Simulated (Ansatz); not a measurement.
`C=C([SiH3])C[SiH3]` + `BN` → `BN[SiH3]` + `C=CC[SiH3]` at 600 K and 1 bar (ligand exchange at the Si–C bond).

Program: Ansatz. Geometries: PBE0-D4/def2-TZVP. ΔE: electronic, gas phase. CCSD(T)/CBS adds triple-zeta CCSD(T) − MP2 to the extrapolated MP2 energy (def2 sets, frozen cores). This one scheme is used for every species. Each species was taken in one conformer, which may not be the lowest.

```csv
species,CCSD(T)/CBS energy (Eh),H − E (kJ/mol),S (J/(mol·K))
`C=C([SiH3])C[SiH3]`,-698.30281,367.8,495.6
`BN`,-81.93499,155.9,270.2
`BN[SiH3]`,-372.22946,214.2,364.4
`C=CC[SiH3]`,-408.02402,308.0,410.2
```

H − E and S are ideal-gas, rigid-rotor, harmonic terms from PBE0-D4/def2-TZVP, for one conformer and one mirror image of each species. 1 Eh = 2625.50 kJ/mol, R = 8.31446 J/(mol·K).

Question: By hand: ΔE, ΔH, ΔS and ΔG.

Answer: ΔE = (-372.22946) + (-408.02402) − (-698.30281) − (-81.93499) = -0.01568 Eh = -41.2 kJ/mol. Δ(H − E) = 214.2 + 308.0 − 367.8 − 155.9 = -1.5, so ΔH = -42.7 kJ/mol. ΔS = 364.4 + 410.2 − 495.6 − 270.2 = 8.8 J/(mol·K). ΔG = -42.7 − 600 × (8.8)/1000 = -48.0 kJ/mol.

Question: By hand: the equilibrium constant, and the temperature at which ΔG would vanish if ΔH and ΔS stayed fixed.

Answer: log₁₀ K = −ΔG/(RT ln 10) = 4.2. ΔH and −TΔS have one sign here, so there is no such temperature.

The number of gas molecules stays the same, so ΔS is small and ΔH decides. A doubt of 5 kJ/mol in ΔE shifts log₁₀ K by 0.4 here. Other conformers and mirror images would add mixing entropy, several J/(mol·K) or more a flexible species. Modes under 60 cm⁻¹, often nearly free rotors, make the harmonic entropy too high. These are equilibria of isolated gas molecules and say nothing of rates. Largest T1 diagnostic: 0.012 (customary marks: 0.02 for closed shells, 0.045 for open ones).

ΔS is within the doubt of such terms, so its sign, and with it that verdict, could turn.
